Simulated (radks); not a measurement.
Values are calculated unless marked as measured or tabulated.
Species: Dy+. Configuration: [Kr] 4d10 4f10.5 5s2 5p5.5 6s1 (fractional occupations, a model configuration). Level of theory: scalar-relativistic Kohn-Sham, PBE, spin-polarised, spherical densities, finite nucleus; open shells are filled with parallel spins first (spin-orbit coupling, left out, can overturn this in heavy ions); Fermi nuclear charge, rms radius 5.2218 fm (a radial shooting solver on a logarithmic mesh with Libxc functionals).

Unscreened Slater integrals over Kohn-Sham orbitals (hartree). They are taken over the spin-up orbitals. Empty in this configuration: 5d.

integral      value
F0(6s,6s)   0.24537
F0(6s,4f)   0.31836
G3(6s,4f)  0.012955
F0(6s,5p)   0.30472
G1(6s,5p)  0.024233
F0(6s,5s)   0.30980
G0(6s,5s)  0.012547
F0(6s,5d)   0.27286
G2(6s,5d)  0.098102
F0(4f,4f)    1.0753
F2(4f,4f)   0.49246
F4(4f,4f)   0.30560
F6(4f,4f)   0.21895
F0(4f,5p)   0.69388
F2(4f,5p)   0.24087
G2(4f,5p)   0.13583
G4(4f,5p)   0.10185
F0(4f,5s)   0.78839
G3(4f,5s)   0.15627
F0(4f,5d)   0.43553
F2(4f,5d)  0.097546
F4(4f,5d)  0.046991
G1(4f,5d)  0.055015
G3(4f,5d)  0.039831
G5(4f,5d)  0.029225
F0(5p,5p)   0.58421
F2(5p,5p)   0.31308
F0(5p,5s)   0.62997
G1(5p,5s)   0.41758
F0(5p,5d)   0.40699
F2(5p,5d)   0.17537
G1(5p,5d)   0.19414
G3(5p,5d)   0.11770
F0(5s,5s)   0.69123
F0(5s,5d)   0.42049
G2(5s,5d)   0.11261
F0(5d,5d)   0.32997
F2(5d,5d)   0.16326
F4(5d,5d)   0.10472

Derived for the open shells (J is the average intra-shell exchange parameter used in DFT+U). 4f: F4/F2 = 0.621, F6/F2 = 0.445, J = (286 F2 + 195 F4 + 250 F6)/6435 = 0.03965 hartree. 5p: J = F2/5 = 0.06262 hartree.
